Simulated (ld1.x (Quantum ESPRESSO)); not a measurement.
# Reading a pseudo-wave (magnesium (Mg))

Columns: radius, all-electron u(r) and pseudo u(r) of the 2p shell (level -50.99 eV) of magnesium in the configuration [He] 2s2 2p6 3s1.5 3p0; LDA (PZ), scalar-relativistic, RRKJ scheme, ld1.x (Quantum ESPRESSO) 7.5.

```json
{"r (bohr)": "0.055", "all-electron": "0.1172", "pseudo": "0.0364"}
{"r (bohr)": "0.110", "all-electron": "0.3450", "pseudo": "0.1410"}
{"r (bohr)": "0.165", "all-electron": "0.5811", "pseudo": "0.3001"}
{"r (bohr)": "0.220", "all-electron": "0.7835", "pseudo": "0.4939"}
{"r (bohr)": "0.275", "all-electron": "0.9388", "pseudo": "0.6989"}
{"r (bohr)": "0.330", "all-electron": "1.0468", "pseudo": "0.8922"}
{"r (bohr)": "0.385", "all-electron": "1.1129", "pseudo": "1.0542"}
{"r (bohr)": "0.440", "all-electron": "1.1444", "pseudo": "1.1715"}
{"r (bohr)": "0.495", "all-electron": "1.1487", "pseudo": "1.2382"}
{"r (bohr)": "0.550", "all-electron": "1.1325", "pseudo": "1.2555"}
{"r (bohr)": "0.605", "all-electron": "1.1012", "pseudo": "1.2307"}
{"r (bohr)": "0.660", "all-electron": "1.0593", "pseudo": "1.1749"}
{"r (bohr)": "0.715", "all-electron": "1.0104", "pseudo": "1.1003"}
{"r (bohr)": "0.770", "all-electron": "0.9572", "pseudo": "1.0183"}
{"r (bohr)": "0.825", "all-electron": "0.9016", "pseudo": "0.9374"}
{"r (bohr)": "0.880", "all-electron": "0.8454", "pseudo": "0.8627"}
{"r (bohr)": "0.935", "all-electron": "0.7895", "pseudo": "0.7960"}
{"r (bohr)": "0.990", "all-electron": "0.7349", "pseudo": "0.7364"}
{"r (bohr)": "1.045", "all-electron": "0.6821", "pseudo": "0.6823"}
{"r (bohr)": "1.100", "all-electron": "0.6316", "pseudo": "0.6316"}
{"r (bohr)": "1.155", "all-electron": "0.5835", "pseudo": "0.5835"}
{"r (bohr)": "1.210", "all-electron": "0.5381", "pseudo": "0.5381"}
{"r (bohr)": "1.265", "all-electron": "0.4954", "pseudo": "0.4954"}
{"r (bohr)": "1.320", "all-electron": "0.4554", "pseudo": "0.4554"}
{"r (bohr)": "1.375", "all-electron": "0.4181", "pseudo": "0.4181"}
{"r (bohr)": "1.430", "all-electron": "0.3834", "pseudo": "0.3834"}
```

(1) How many radial nodes do the two functions have?

(2) At about which radius was the pseudo-wave matched?

(3) Is the pseudo-wave norm-conserving?

## Answers

(1) The all-electron 2p function has n − l − 1 = 0; the pseudo-wave has 0.

(2) 1.10 bohr. The columns agree to 0.0005 from 1.04 bohr on; several derivatives are matched, so the curves merge somewhat inside the radius.

(3) Yes: the RRKJ scheme keeps the norm inside the radius equal to the all-electron one, which fixes the energy derivative of the logarithmic derivative at the level.
